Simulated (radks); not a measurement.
Values are calculated unless marked as measured or tabulated.
All-electron atom: the ytterbium ion Yb2+ in [Xe] 4f14.

Level of theory: Dirac Kohn-Sham, LDA (Slater exchange, Perdew-Wang correlation), spin-unpolarised, spherical densities, point nucleus; speed of light set to 102.777 atomic units (0.75 times the physical value, a model run) (a radial shooting solver on a logarithmic mesh with Libxc functionals).

Energy parts (hartree):
total: -14766.3490
kinetic: 18464.3600
electron-nucleus: -38566.6722
Hartree: 5636.3117
exchange-correlation: -300.3484

Orbitals (lengths in bohr, moments of r in powers of bohr; <r^-3> diverges for s and p1/2; r(max) is where P^2 peaks):
orbital	occ.	eigenvalue (hartree)	<1/r>	<r^-3>	r(max)	<r>
1s1/2	2	-2415.740	94.44	-	0.01056	0.01786
2s1/2	2	-426.5118	23.53	-	0.06407	0.07492
2p1/2	2	-405.8748	23.39	-	0.04585	0.06093
2p3/2	4	-325.3114	17.02	14880	0.05824	0.07518
3s1/2	2	-97.16474	8.254	-	0.1849	0.2004
3p1/2	2	-88.40198	8.127	-	0.1725	0.1901
3p3/2	4	-71.13729	6.497	3416	0.1984	0.2173
3d3/2	4	-57.57090	6.366	575.8	0.1552	0.1907
3d5/2	6	-54.38655	6.053	443.3	0.1619	0.1985
4s1/2	2	-20.16163	3.371	-	0.4252	0.4540
4p1/2	2	-16.64592	3.240	-	0.4255	0.4600
4p3/2	4	-12.65579	2.687	787.3	0.4803	0.5221
4d3/2	4	-7.39758	2.453	115.2	0.4810	0.5473
4d5/2	6	-6.79009	2.341	85.55	0.4977	0.5682
4f5/2	6	-0.61079	1.719	12.31	0.4851	0.7955
4f7/2	8	-0.53085	1.654	11.13	0.4955	0.8400
5s1/2	2	-3.01272	1.239	-	0.9884	1.110
5p1/2	2	-2.02494	1.088	-	1.072	1.243
5p3/2	4	-1.51602	0.8962	94.64	1.247	1.462

The highest occupied level is 4f7/2 at -14.445 eV. The density falls to 0.001 e/bohr^3 at r = 3.35 bohr.
